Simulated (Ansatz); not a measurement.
Ansatz (an electronic-structure program) input (B3LYP/LANL2DZ): The .json file is the Basis Set Exchange's LANL2DZ.

Ansatz 0.2 input:
```yaml
crystal:
  periodic: [false, false, false]
  atoms:
    - {symbol: Cs, position_ang: [-0.00000000, -0.00000000, -1.65715595]}
    - {symbol: I, position_ang: [0.00000000, 0.00000000, 1.71969014]}
basis:
  gaussian:
    orbitals: LANL2DZ.json
hamiltonian:
  xc: {name: B3LYP}
relax: {f_tol: 0.003, max_steps: 120}
```

Output:

```
Functional definition: B3LYP
integrals: 0.02 GiB planned
343 factors; integrals over basis functions are off by at most 7.2e-5 eV
mean field: 0.08 GiB planned
mean field evaluation 1: about -852.1142 eV, gradient 1.2e1 eV
mean field evaluation 2: about -852.0957 eV, gradient 1.1e1 eV
mean field evaluation 4: about -852.9325 eV, gradient 2.8e-2 eV
mean field evaluation 8: about -852.9330 eV, gradient 1.5e-4 eV
mean field -852.93298950 eV, -31.3447092252 hartree, gradient 1.9e-5 eV, S^2 0.000000; 0 other end points of the search recorded, 0 dependent functions left out
the calculation of the forces begins
reference -852.93321404 eV, -31.3447174772 hartree; 8, 8 occupied and 12, 12 virtual orbitals, 343 factors
relax step   1: F+E_penalty+E_count = -852.93298950 eV  Δ(F+E_penalty+E_count) = +0.000e0 eV  max|allowed force component| = 8.305e-1 eV/Å  Δτ_max = 0.0000 Å  (18 SCF iters, accepted)
these checks for a lower state are left out or cut short: starts, cluster_reference, orbital_swaps, neighbouring_geometries, increment
integrals: 0.02 GiB planned
343 factors; integrals over basis functions are off by at most 7.2e-5 eV
mean field: 0.08 GiB planned
mean field evaluation 16: about -853.0020 eV, gradient 2.0e-5 eV
mean field -853.00196725 eV, -31.3472441110 hartree, gradient 2.0e-5 eV, S^2 0.000000; 0 other end points of the search recorded, 0 dependent functions left out
the calculation of the forces begins
reference -853.00219443 eV, -31.3472524597 hartree; 8, 8 occupied and 12, 12 virtual orbitals, 343 factors
relax step   2: F+E_penalty+E_count = -853.00196725 eV  Δ(F+E_penalty+E_count) = -6.898e-2 eV  max|allowed force component| = 3.347e-1 eV/Å  Δτ_max = 0.0608 Å  (17 SCF iters, accepted)
these checks for a lower state are left out or cut short: starts, cluster_reference, orbital_swaps, neighbouring_geometries, increment
integrals: 0.02 GiB planned
343 factors; integrals over basis functions are off by at most 7.3e-5 eV
mean field: 0.08 GiB planned
mean field -853.02043599 eV, -31.3479228247 hartree, gradient 1.9e-5 eV, S^2 0.000000; 0 other end points of the search recorded, 0 dependent functions left out
the calculation of the forces begins
reference -853.02066602 eV, -31.3479312779 hartree; 8, 8 occupied and 12, 12 virtual orbitals, 343 factors
relax step   3: F+E_penalty+E_count = -853.02043599 eV  Δ(F+E_penalty+E_count) = -1.847e-2 eV  max|allowed force component| = 1.207e-2 eV/Å  Δτ_max = 0.0614 Å  (18 SCF iters, accepted)
these checks for a lower state are left out or cut short: starts, cluster_reference, orbital_swaps, neighbouring_geometries, increment
integrals: 0.02 GiB planned
343 factors; integrals over basis functions are off by at most 7.3e-5 eV
mean field: 0.08 GiB planned
mean field -853.02046587 eV, -31.3479239225 hartree, gradient 3.8e-5 eV, S^2 0.000000; 0 other end points of the search recorded, 0 dependent functions left out
the calculation of the forces begins
reference -853.02069574 eV, -31.3479323703 hartree; 8, 8 occupied and 12, 12 virtual orbitals, 343 factors
relax step   4: F+E_penalty+E_count = -853.02046587 eV  Δ(F+E_penalty+E_count) = -2.987e-5 eV  max|allowed force component| = 2.447e-3 eV/Å  Δτ_max = 0.0031 Å  (15 SCF iters, accepted)
integrals: 0.02 GiB planned
343 factors; integrals over basis functions are off by at most 7.3e-5 eV
mean field: 0.08 GiB planned
mean field evaluation 32: about -851.9190 eV, gradient 1.3e1 eV
mean field -853.02046587 eV, -31.3479239225 hartree, gradient 3.8e-5 eV, S^2 0.000000; 1 other end points of the search recorded, 0 dependent functions left out
the calculation of the forces begins
reference -853.02069574 eV, -31.3479323703 hartree; 8, 8 occupied and 12, 12 virtual orbitals, 343 factors
Total energy: -853.02069574 eV, -31.3479323703 hartree
Atom 0 at    -0.000000    -0.000000    -1.776185 Å, force     0.000000    -0.000000    -0.002447 eV/Å
Atom 1 at     0.000000     0.000000     1.838719 Å, force    -0.000000     0.000000     0.002447 eV/Å
Dipole moment:     0.000000    -0.000000    -3.112950 e Å
```

The geometry given is a B3LYP-D3(BJ)/def2-TZVP minimum.
